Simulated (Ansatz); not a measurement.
Born–Oppenheimer molecular dynamics of C$_{4}$H$_{8}$OSi (14 atoms, charge 0, multiplicity 1). It starts from a relaxed structure.

All numbers below come from RKS PBE-D4/STO-3G in Ansatz 0.2.0.

```yaml
ensemble: NVT, Langevin thermostat
time_step: 0.5 fs
steps_asked: 166
set_temperature: 500 K
friction: 0.01 /fs
seed: 804935
```

Frames 0.5 fs apart, positions in Å.

Velocities at 30.0 fs (Å/ps):

```
C -1.08 1.78 -7.62
C -6.33 4.06 -0.39
O -0.49 -2.49 -1.46
Si -1.65 0.89 2.54
C 5.34 -5.40 2.84
C 3.83 -3.07 -7.92
H 6.54 -2.00 4.73
H -8.63 -24.76 -22.18
H -16.68 -3.03 9.82
H 9.34 8.08 -26.49
H 9.80 0.89 -1.38
H 6.70 30.02 5.29
H 4.80 5.16 6.96
H 7.25 -5.69 3.30
```

```xyz
14
Properties=species:S:1:pos:R:3 time_fs=30.0 energy_less_start_eV=0.285 T=214
C 0.075 -2.841 -0.356
C 0.411 -1.528 -0.187
O 1.505 -0.707 -0.573
Si 0.041 0.249 -0.003
C -0.592 1.401 -1.335
C 0.323 1.258 1.533
H 0.759 -3.615 -0.775
H -0.887 -3.123 0.066
H -0.973 0.879 -2.261
H 0.227 2.107 -1.571
H -1.438 1.949 -0.915
H -0.535 1.792 1.968
H 1.131 1.984 1.326
H 0.722 0.599 2.325
14
Properties=species:S:1:pos:R:3 time_fs=30.5 energy_less_start_eV=0.285 T=230
C 0.074 -2.840 -0.360
C 0.408 -1.526 -0.188
O 1.505 -0.708 -0.574
Si 0.040 0.249 -0.001
C -0.589 1.398 -1.334
C 0.325 1.257 1.529
H 0.762 -3.617 -0.773
H -0.892 -3.136 0.056
H -0.981 0.878 -2.256
H 0.232 2.111 -1.585
H -1.433 1.950 -0.916
H -0.532 1.807 1.970
H 1.133 1.986 1.329
H 0.725 0.596 2.327
14
Properties=species:S:1:pos:R:3 time_fs=31.0 energy_less_start_eV=0.292 T=238
C 0.074 -2.838 -0.364
C 0.404 -1.524 -0.188
O 1.504 -0.710 -0.575
Si 0.039 0.249 0.000
C -0.587 1.394 -1.333
C 0.327 1.256 1.525
H 0.763 -3.616 -0.770
H -0.898 -3.151 0.046
H -0.989 0.877 -2.250
H 0.235 2.114 -1.601
H -1.430 1.952 -0.918
H -0.529 1.820 1.971
H 1.135 1.988 1.332
H 0.729 0.593 2.330
14
Properties=species:S:1:pos:R:3 time_fs=31.5 energy_less_start_eV=0.301 T=233
C 0.074 -2.837 -0.369
C 0.400 -1.522 -0.189
O 1.504 -0.711 -0.576
Si 0.039 0.249 0.001
C -0.584 1.390 -1.332
C 0.330 1.255 1.523
H 0.763 -3.614 -0.766
H -0.904 -3.166 0.036
H -0.995 0.878 -2.245
H 0.235 2.117 -1.618
H -1.428 1.957 -0.920
H -0.525 1.831 1.971
H 1.137 1.991 1.334
H 0.733 0.591 2.332
14
Properties=species:S:1:pos:R:3 time_fs=32.0 energy_less_start_eV=0.310 T=220
C 0.074 -2.836 -0.373
C 0.396 -1.519 -0.191
O 1.502 -0.711 -0.577
Si 0.038 0.249 0.002
C -0.581 1.387 -1.331
C 0.332 1.254 1.520
H 0.763 -3.611 -0.762
H -0.907 -3.182 0.025
H -1.000 0.879 -2.240
H 0.232 2.118 -1.635
H -1.427 1.963 -0.922
H -0.520 1.843 1.970
H 1.139 1.994 1.335
H 0.735 0.590 2.331
14
Properties=species:S:1:pos:R:3 time_fs=32.5 energy_less_start_eV=0.317 T=217
C 0.074 -2.835 -0.377
C 0.392 -1.516 -0.192
O 1.501 -0.711 -0.578
Si 0.038 0.249 0.003
C -0.579 1.384 -1.330
C 0.335 1.252 1.519
H 0.762 -3.608 -0.760
H -0.909 -3.198 0.013
H -1.004 0.881 -2.234
H 0.227 2.117 -1.652
H -1.426 1.969 -0.922
H -0.514 1.853 1.966
H 1.141 1.996 1.334
H 0.736 0.590 2.330
14
Properties=species:S:1:pos:R:3 time_fs=33.0 energy_less_start_eV=0.324 T=200
C 0.075 -2.833 -0.381
C 0.388 -1.514 -0.193
O 1.500 -0.711 -0.578
Si 0.038 0.249 0.003
C -0.576 1.382 -1.329
C 0.337 1.251 1.518
H 0.761 -3.605 -0.760
H -0.909 -3.214 0.000
H -1.007 0.883 -2.227
H 0.222 2.113 -1.669
H -1.425 1.975 -0.921
H -0.509 1.862 1.961
H 1.144 1.998 1.332
H 0.738 0.592 2.328
14
Properties=species:S:1:pos:R:3 time_fs=33.5 energy_less_start_eV=0.328 T=195
C 0.075 -2.832 -0.385
C 0.385 -1.512 -0.194
O 1.499 -0.712 -0.579
Si 0.038 0.249 0.004
C -0.573 1.380 -1.329
C 0.339 1.250 1.516
H 0.760 -3.602 -0.761
H -0.908 -3.230 -0.014
H -1.009 0.884 -2.218
H 0.215 2.108 -1.684
H -1.425 1.981 -0.920
H -0.504 1.868 1.954
H 1.146 1.998 1.330
H 0.739 0.594 2.324
14
Properties=species:S:1:pos:R:3 time_fs=34.0 energy_less_start_eV=0.328 T=165
C 0.075 -2.831 -0.389
C 0.381 -1.510 -0.195
O 1.498 -0.712 -0.580
Si 0.038 0.249 0.004
C -0.571 1.379 -1.328
C 0.342 1.250 1.516
H 0.759 -3.598 -0.762
H -0.905 -3.244 -0.029
H -1.009 0.886 -2.210
H 0.208 2.102 -1.697
H -1.424 1.987 -0.920
H -0.498 1.872 1.945
H 1.148 1.998 1.327
H 0.738 0.596 2.320
14
Properties=species:S:1:pos:R:3 time_fs=34.5 energy_less_start_eV=0.325 T=179
C 0.074 -2.829 -0.392
C 0.378 -1.509 -0.196
O 1.496 -0.712 -0.582
Si 0.038 0.248 0.004
C -0.569 1.378 -1.327
C 0.345 1.250 1.516
H 0.759 -3.593 -0.763
H -0.901 -3.256 -0.043
H -1.007 0.887 -2.203
H 0.199 2.095 -1.708
H -1.421 1.992 -0.919
H -0.493 1.874 1.934
H 1.149 1.998 1.325
H 0.736 0.599 2.314
14
Properties=species:S:1:pos:R:3 time_fs=35.0 energy_less_start_eV=0.321 T=168
C 0.074 -2.827 -0.395
C 0.374 -1.508 -0.196
O 1.495 -0.712 -0.583
Si 0.038 0.248 0.004
C -0.568 1.377 -1.327
C 0.348 1.250 1.516
H 0.761 -3.588 -0.765
H -0.896 -3.268 -0.058
H -1.006 0.888 -2.197
H 0.190 2.088 -1.720
H -1.416 1.997 -0.918
H -0.486 1.875 1.923
H 1.149 1.996 1.320
H 0.735 0.602 2.309
14
Properties=species:S:1:pos:R:3 time_fs=35.5 energy_less_start_eV=0.318 T=169
C 0.073 -2.825 -0.398
C 0.370 -1.508 -0.197
O 1.495 -0.712 -0.583
Si 0.039 0.248 0.004
C -0.568 1.377 -1.326
C 0.350 1.251 1.517
H 0.763 -3.583 -0.768
H -0.890 -3.279 -0.073
H -1.005 0.886 -2.193
H 0.180 2.080 -1.730
H -1.410 2.002 -0.918
H -0.480 1.873 1.913
H 1.148 1.994 1.315
H 0.735 0.605 2.305
```

Of the whole run (83 fs, mean temperature of the second half 320 K): The mean temperature of the second half is 36 % below the set value. A run of 0.083 ps of so small a system gives no equilibrium averages. Limits of this set-up: minimal basis.

Run time: 4.6 min on 1 thread of Intel(R) Xeon(R) Platinum 8488C (Sapphire Rapids), on a shared host, peak memory 0.1 GiB.
